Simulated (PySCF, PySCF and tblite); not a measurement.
A run on one conformer of PhCHFCH2OH, C₈H₉FO, numbered as in [OH:1][CH2:2][C@@H:3]([F:4])[c:5]1[cH:6][cH:7][cH:8][cH:9][cH:10]1, from an ensemble study. The sound level was wB97X-D/pcSseg-1 (IEF-PCM, acetone) on GFN2-xTB geometries.

Input:

```
{"job": {"xc": "wB97X-D", "basis": "pcSseg-1", "solvent": "acetone", "gauge": [0, 0, 0], "kind": "nmr", "pop": false}, "charge": 0, "multiplicity": 1}
O      3.572121    -0.432290    -0.155489
C      2.237430    -0.155656    -0.476165
C      1.327370    -0.162389     0.762121
F      1.717207     0.900069     1.566322
C     -0.120107    -0.040622     0.378015
C     -0.856193    -1.185679     0.100539
C     -2.177790    -1.083866    -0.293385
C     -2.774431     0.160934    -0.409057
C     -2.044735     1.303400    -0.130835
C     -0.719682     1.205099     0.256499
H      3.864948     0.208848     0.504227
H      1.912638    -0.937174    -1.165552
H      2.140335     0.820784    -0.972334
H      1.512066    -1.067171     1.354598
H     -0.391067    -2.156122     0.196507
H     -2.744628    -1.978019    -0.506150
H     -3.807721     0.238530    -0.712641
H     -2.506566     2.275628    -0.217002
H     -0.150997     2.094948     0.480823
```

Command: OMP_NUM_THREADS=1 python ens_run.py task.json out

Output:

```
coarse grid: 16440 points
cycle   1  E = -484.9280095536  dE =  2.029e+00  |g| = 7.915e-01  |ddm| = 4.102e+00
cycle   2  E = -484.9210578430  dE =  6.952e-03  |g| = 8.863e-01  |ddm| = 1.204e+00
cycle   3  E = -485.0445027036  dE = -1.234e-01  |g| = 5.289e-02  |ddm| = 6.177e-01
cycle   4  E = -485.0450968336  dE = -5.941e-04  |g| = 2.479e-02  |ddm| = 7.809e-02
cycle   5  E = -485.0452276066  dE = -1.308e-04  |g| = 8.032e-03  |ddm| = 3.345e-02
cycle   6  E = -485.0452405336  dE = -1.293e-05  |g| = 1.950e-03  |ddm| = 7.474e-03
cycle   7  E = -485.0452413867  dE = -8.531e-07  |g| = 5.625e-04  |ddm| = 2.214e-03
final grid: 160824 points
cycle   8  E = -485.1251622790  dE = -2.116e-04  |g| = 6.562e-03  |ddm| = 5.720e-02
cycle   9  E = -485.1251646055  dE = -2.326e-06  |g| = 6.728e-03  |ddm| = 1.266e-02
cycle  10  E = -485.1251708932  dE = -6.288e-06  |g| = 6.406e-04  |ddm| = 4.569e-03
cycle  11  E = -485.1251710031  dE = -1.099e-07  |g| = 2.967e-04  |ddm| = 1.579e-03
cycle  12  E = -485.1251710258  dE = -2.269e-08  |g| = 6.121e-05  |ddm| = 3.539e-04
cycle  13  E = -485.1251710273  dE = -1.507e-09  |g| = 2.976e-05  |ddm| = 1.367e-04
cycle  14  E = -485.1251710276  dE = -2.750e-10  |g| = 7.035e-06  |ddm| = 5.287e-05
converged SCF energy = -485.1251710276

GIAO shielding tensors (ppm)
atom      isotropic    diamagn.    paramagn.     s11        s22        s33       span
  0 O      283.260     369.912     -86.652    204.170    235.323    410.286    206.117
  1 C      153.729     474.289    -320.560    139.076    150.550    171.561     32.485
  2 C      135.295     520.572    -385.277    109.440    129.118    167.326     57.887
  3 F      404.271     531.958    -127.687    384.325    404.794    423.694     39.369
  4 C       98.527     553.472    -454.945    -21.603     82.810    234.375    255.978
  5 C       90.362     459.024    -368.661     -9.674     62.622    218.139    227.813
  6 C       63.962     367.232    -303.270    -26.416     20.883    197.419    223.834
  7 C       54.085     329.745    -275.660    -27.572      3.332    186.496    214.068
  8 C       64.671     370.464    -305.792    -25.036     20.385    198.665    223.701
  9 C       94.163     468.174    -374.011    -13.613     66.113    229.990    243.603
 10 H       13.424     -63.523      76.947    -26.361     -6.740     73.374     99.735
 11 H       53.102     145.893     -92.791     25.912     56.633     76.760     50.848
 12 H       51.994     136.385     -84.391     29.186     51.370     75.426     46.240
 13 H       45.145      97.540     -52.395     24.831     41.365     69.239     44.408
 14 H       36.973      80.279     -43.305     15.731     35.458     59.731     44.000
 15 H       10.507     -60.575      71.082    -14.994      4.429     42.086     57.080
 16 H       -0.905    -121.707     120.803    -28.755     -9.165     35.206     63.961
 17 H       11.213     -56.606      67.819    -15.003      5.083     43.559     58.561
 18 H       39.568      92.752     -53.184     14.958     37.281     66.465     51.508
```

**Question.** What is wrong with this calculation, and what did it do to the result?

**Answer.** The setting at fault: common gauge origin in a small basis. Self-consistency was reached. Shieldings averaged over the conformers (ppm), as run and sound:
```csv
atoms,as run,sound
O1,300.5,319.7
C2,147.5,113.8
C3,135.0,86.8
F4,403.5,407.3
C5,97.9,41.1
C6/C10,92.3,54.8
C7/C9,64.9,51.4
C8,55.1,51.7
H1,28.7,30.1
H2b,41.9,27.7
H2a,43.0,27.7
H3,43.0,25.8
H6/H10,38.0,24.0
H7/H9,11.3,23.9
H8,0.0,23.9
```
